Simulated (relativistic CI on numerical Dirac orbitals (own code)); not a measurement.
**Slater and spin-orbit integrals, Nd⁵⁶⁺**

Computed by Dirac-Coulomb-Breit CI, separate exchange-only KLI orbitals for each configuration, QED by a radiative potential, unscaled Slater integrals (own radial code, finite nucleus).

Slater integrals F^k, G^k are unscaled and averaged over j, outside the closed core 1s2; ζ comes from projecting the Hamiltonian with its Breit term on Σ l·s of the shell.

- 2s2p: G^1(2s,2p) = 1.2065e+06, ζ(2p) = 3.1264e+06 cm⁻¹; <r>(2s) = 0.09535, <r^2>(2s) = 0.01073, <r>(2p) = 0.08285, <r^2>(2p) = 0.00832 (bohr units).
- 2p²: F^2(2p,2p) = 1.1432e+06, ζ(2p) = 3.1158e+06 cm⁻¹; <r>(2p) = 0.08294, <r^2>(2p) = 0.008338 (bohr units).
- 2p3s: ζ(2p) = 3.1602e+06, G^1(2p,3s) = 124570 cm⁻¹; <r>(2p) = 0.08261, <r^2>(2p) = 0.008273, <r>(3s) = 0.2207, <r^2>(3s) = 0.05558 (bohr units).

Averages of the first 10 configurations, taken without configuration mixing, which lowers the lowest level and can move excited configurations by several eV; other configurations of the list can lie among them:

| Configuration | Parity | States | Average energy above the lowest level (eV) |
| --- | --- | --- | --- |
| 2s² | even | 1 | 10.3 |
| 2s2p | odd | 12 | 533.1 |
| 2p² | even | 15 | 1105.7 |
| 2p3s | odd | 12 | 7378.6 |
| 2p3p | even | 36 | 7540.8 |
| 2s3s | even | 4 | 6838.0 |
| 2s3p | odd | 12 | 7004.6 |
| 2s3d | even | 20 | 7120.9 |
| 2s4s | even | 4 | 9178.8 |
| 2s4p | odd | 12 | 9247.8 |
